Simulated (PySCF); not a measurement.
An unknown shows these calculated signals:

$^{1}$H NMR (500 MHz, computed): δ 6.79 (m, 1H), 6.76 (m, 1H), 6.68 (d, 1H), 6.47 (d, 1H), 6.42 (d, 1H), 6.33 (d, 1H).

$^{13}$C{$^{1}$H} NMR (computed): δ 149.0 (C), 144.1 (CH), 143.3 (CH), 142.2 (CH), 133.4 (CH), 122.8 (CH), 82.8 (CH).

- NMR shieldings at PBE0/pcSseg-1/GIAO
- structure optimised with GFN2-xTB
- run in PySCF 2.14
- gas phase, non-relativistic Hamiltonian, single conformer, averaged over atoms made equivalent by symmetry, fast rotation or ring inversion

Shifts are taken against calculated references (same method and geometry level): TMS for $^{1}$H (31.72 ppm) and $^{13}$C (186.93 ppm).

**Question.** Which of these does the molecule contain: a C≡C triple bond, an OH group, a ketone, a non-aromatic C=C double bond?

**Answer.** 
- A C≡C triple bond: no.
- An OH group: no.
- A ketone: no.
- A non-aromatic C=C double bond: yes.

The data belong to SMILES C1=CC(=CC(Cl)Cl)C=C1, C7H6Cl2; they needn't prove each group on their own.

Carbon signals by region: 6 in the sp2 and nitrile region (100–160 ppm), 1 at 50–100 ppm.

Carbons that carry Cl, above all several Cl atoms, come out too deshielded, partly because spin–orbit coupling is missing. Shifts are as computed. Against solution values, carbons near 30 ppm lie about +3 ppm off and those near 130 ppm about +5 ppm; carbons on Cl a further +6 ppm. Of 1211 compounds with measured shifts, 218 miss one by over three times the rms of a fit or turn the order of signals round; such compounds aren't used in these exercises. Multiplicities follow the n + 1 count of equivalent neighbours, as no J values were calculated; m marks all less simple cases, F and P coupling included.
